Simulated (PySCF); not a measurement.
Run record: geometry optimisation, `CCS(=O)(=O)COC(F)F`.

Method: PBE0-D3(BJ)/def2-SVP geometry optimisation, gas phase (PySCF 2.14.0). Start geometry: GFN2-xTB. The input is one job of a driver script: a line of settings, then coordinates in Å.

Command:
```bash
OMP_NUM_THREADS=1 python probes_run.py task.json out
```

Input:
```
{"job": {"xc": "PBE0", "basis": "def2-SVP", "d3": "d3bj", "grid": 1, "kind": "geom"}, "charge": 0, "multiplicity": 1}
C     -2.253936     0.049248    -1.333303
C     -1.146383     0.639549    -0.488967
S     -0.513329    -0.709329     0.550965
O      0.154788    -1.687416    -0.262497
O     -1.552935    -1.170114     1.426492
C      0.797665     0.056891     1.623364
O      1.705401     0.779420     0.838592
C      2.441647     0.079386    -0.067214
F      3.716716     0.503044    -0.004428
F      2.026911     0.373075    -1.319758
H     -1.851172    -0.743210    -1.959458
H     -2.705248     0.808838    -1.967862
H     -3.016992    -0.376557    -0.685899
H     -1.503220     1.405132     0.193104
H     -0.318955     1.003863    -1.088177
H      1.269621    -0.756780     2.180719
H      0.325691     0.765811     2.298569
H      2.414970    -1.014534     0.054104
```

Output:
```
step   0  E = -979.42024682  max force = 0.026916
step   1  E = -979.42567215  max force = 0.008782
step   2  E = -979.42618091  max force = 0.003551
step   3  E = -979.42628692  max force = 0.001521
step   4  E = -979.42632243  max force = 0.000944
step   5  E = -979.42635134  max force = 0.001212
step   6  E = -979.42640379  max force = 0.001611
step   7  E = -979.42644673  max force = 0.001389
step   8  E = -979.42650469  max force = 0.000600
step   9  E = -979.42651993  max force = 0.000880
step  10  E = -979.42652638  max force = 0.001127
step  11  E = -979.42652512  max force = 0.000767
step  12  E = -979.42652606  max force = 0.000231
optimisation converged
```

Energies in Eh; «max force» is the largest Cartesian gradient component in Eh/bohr.

Q: Give the first gradient maximum in eV/Å.

A: With 1 Eh/bohr = 51.422 eV/Å, 1.384 eV/Å.

Q: How much energy does the optimisation release, in eV?

A: E(step 0) − E(last step) = 0.006279 Eh, which is 0.171 eV.

Main results: final energy -979.42653 Eh after 12 steps; dipole 2.42 D.

The run took about 10 min of CPU time (one thread, shared machine).
Labels such as C1 count atoms from 1, the log's own numbers from 0.
